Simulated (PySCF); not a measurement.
# Structure and largest two-photon cross section among the few lowest singlets (linear parallel light, single beam, Lorentzian half width 0.1 eV, states within 0.08 eV summed)

Method used: TDDFT CAM-B3LYP/def2-TZVPD excited states, vertical, gas phase (PySCF 2.14.0). Geometry: PBE0-D3(BJ)/def2-TZVP.

Each molecule in one low-energy conformer.

The calculation is non-relativistic, which matters for the atoms heavier than Zn.

Q: How does the largest two-photon cross section among the few lowest singlets (linear parallel light, single beam, Lorentzian half width 0.1 eV, states within 0.08 eV summed) change along this series?
- CC=C=C(F)Cl (H replaced by Cl)
- CC(C)=C=CF (H replaced by CH3)
- CC=C=C(F)Br (H replaced by Br)

A: 
```csv
molecule,S1 (eV),f(S1),largest σ (GM),at photon λ (nm)
CC=C=C(F)Cl,4.73,0.000,1.7,383
CC(C)=C=CF,5.26,0.002,2.0,328
CC=C=C(F)Br,4.54,0.000,1.6,380
```
The largest two-photon cross section among the few lowest singlets (linear parallel light, single beam, Lorentzian half width 0.1 eV, states within 0.08 eV summed) is lowest for CC=C=C(F)Br and highest for CC(C)=C=CF.
